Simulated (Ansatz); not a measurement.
C₂H₉NSn⁺, that is SnH2Me(NHMe) with one electron fewer. Charge 1, multiplicity 2. Geometry PBE-D4/def2-SVP, that of the neutral singlet; atoms count from 1.

```xyz
13

Sn    0.445   -0.623   -0.611
H    -0.667   -1.830   -1.165
H     1.276    0.075   -1.982
C     1.855   -1.383    0.845
H     2.474   -2.183    0.395
H     1.301   -1.792    1.711
H     2.520   -0.567    1.189
N    -0.744    0.731    0.416
C    -1.823    1.408   -0.290
H    -0.169    1.405    0.936
H    -1.518    2.149   -1.073
H    -2.470    0.660   -0.798
H    -2.480    1.950    0.427
```

In the def2 sets Sn takes a core potential; there is no spin–orbit coupling.

Question: Estimate the Mulliken populations from the PBE0/def2-TZVP orbitals of Ansatz.

Answer: 
```tsv
atom	charge (e)	spin (α − β)
Sn1	0.55	-0.03
H2	0.04	0.00
H3	0.07	0.09
C4	-0.59	-0.01
H5	0.19	0.00
H6	0.18	0.00
H7	0.18	0.00
N8	-0.23	0.87
C9	-0.34	-0.03
H10	0.30	-0.02
H11	0.23	0.09
H12	0.20	0.01
H13	0.22	0.04
```
Mulliken values depend strongly on the basis.

Question: Where does the spin sit?

Answer: Summed by element: Sn -0.03, H 0.20, C -0.04, N 0.87, of 1 unpaired in all. Largest on single atoms: N8 0.87, H11 0.09, H3 0.09.

Question: And the Mayer bond orders between heavy atoms (over 0.3)?

Answer: Sn1–C4 0.99 (2.16 Å); Sn1–N8 0.63 (2.07 Å); N8–C9 1.04 (1.46 Å).
